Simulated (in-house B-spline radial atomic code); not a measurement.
**Ionising Zn5+ with different functionals**

Computed with a radial B-spline atomic code at the basis-set limit: scalar-relativistic (spin-free X2C) Hamiltonian, Fermi nucleus of rms radius 3.9283 fm, spin-polarised at highest spin, spherical fractional occupations for the functionals, the average over the highest-spin determinants for Hartree-Fock. The ionisation energy is the difference of two self-consistent energies, [Ar] 3d7 → [Ar] 3d6, without Breit or QED terms; ε is the level of the shell that loses the electron (its least bound occupied spin orbital).

Hybrids are left out here: with spherical fractional occupations of an open shell their exact exchange keeps a self-interaction that integer-occupation calculations don't have.

| method | rung | ΔSCF (eV) | -ε(3d) (eV) |
| --- | --- | --- | --- |
| Hartree-Fock | Hartree-Fock | 106.19 | 109.21 |
| LDA VWN5 | LDA | 109.32 | 96.44 |
| LDA PW92 | LDA | 109.31 | 96.43 |
| LDA exchange-only | LDA | 106.93 | 94.16 |
| PBE | GGA | 108.87 | 96.01 |
| PBEsol | GGA | 108.83 | 95.98 |
| BLYP | GGA | 108.82 | 95.96 |
| RPBE | GGA | 108.75 | 95.90 |
| PW91 | GGA | 109.05 | 96.18 |
| BP86 | GGA | 109.00 | 96.13 |
| AM05 | GGA | 108.87 | 96.02 |
| OLYP | GGA | 109.06 | 96.22 |
| TPSS | meta-GGA | 108.62 | 95.79 |
| SCAN | meta-GGA | 108.09 | 95.48 |
| r2SCAN | meta-GGA | 108.19 | 95.57 |
| revTPSS | meta-GGA | 108.37 | 95.58 |

**Question.** How do they compare with the NIST value?

**Answer.** NIST lists 108 eV ± 1 (semi-empirical, ground level to ground level). Errors run from -1.81 to +1.32 eV; all lie within about twice that uncertainty, so the table can't rank the methods. Hartree-Fock also lacks correlation.
